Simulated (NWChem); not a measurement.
Species: C3H4FNSi; SMILES N#C/C=C(\F)[SiH3]

```xyz
10

N     -0.0480    -3.2263     0.0000
C     -0.3425    -2.1043     0.0000
C     -0.7304    -0.7353     0.0000
C      0.1498     0.2822     0.0000
F      1.4544     0.0170     0.0000
Si    -0.2860     2.1268     0.0000
H     -1.8001    -0.5111     0.0000
H     -1.7714     2.2335     0.0000
H      0.2970     2.7545     1.2187
H      0.2970     2.7545    -1.2187
```
Atoms are numbered in this order, from 1.

Computed with NWChem. Pople sets run with spherical d functions. Geometry: optimised at PBE0/def2-SVP. Atomic charges in e: unrestrained fits to the electrostatic potential beside Mulliken populations; buried atoms are poorly determined by the fit.

For level B3LYP/def2-SVP:

```
Property     Value
-----------  -----
Mulliken N1   0.05
Mulliken C2  -0.09
Mulliken C3  -0.14
Mulliken C4   0.06
Mulliken F5  -0.17
```

Question: How do the values read with level Hartree-Fock/6-31G* instead?

Answer: The Mulliken N1 comes out as -0.39. The Mulliken C2 is 0.27 and the Mulliken C3 is -0.33. The Mulliken C4 is 0.31. The Mulliken F5 is -0.40.
